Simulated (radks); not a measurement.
Values are calculated unless marked as measured or tabulated.
Initial-state core-level shifts of the molybdenum ion Mo2+ when its valence configuration changes from [Kr] 4d4. Level of theory: Dirac Kohn-Sham, BLYP, spin-unpolarised, spherical densities, finite nucleus; open shells fill j = l - 1/2 first; Fermi nuclear charge, rms radius 4.4091 fm (a radial shooting solver on a logarithmic mesh with Libxc functionals). Shifts are changes of the shell-averaged eigenvalues in eV (positive: less bound); the change of the density at the nucleus, which sets a Mossbauer isomer shift, is in e/bohr^3, on a base of 9.089e+04.

valence,2p,3s,3d,4s,density at nucleus
4d3.5 5s0.5,-2.181,-2.131,-2.144,-1.914,+10.441
4d3 5s1,-4.489,-4.376,-4.404,-3.902,+21.901
4d3 5p1,-5.556,-5.459,-5.484,-4.958,+3.151
4d3.5 5p0.5,-2.718,-2.676,-2.688,-2.449,+1.469
4d2.5 5s0.5 5p1,-7.983,-7.807,-7.850,-6.998,+15.072
4d2 5p2,-11.556,-11.303,-11.362,-10.098,+7.165
5s2 5p2,-22.739,-21.947,-22.097,-18.803,+67.760
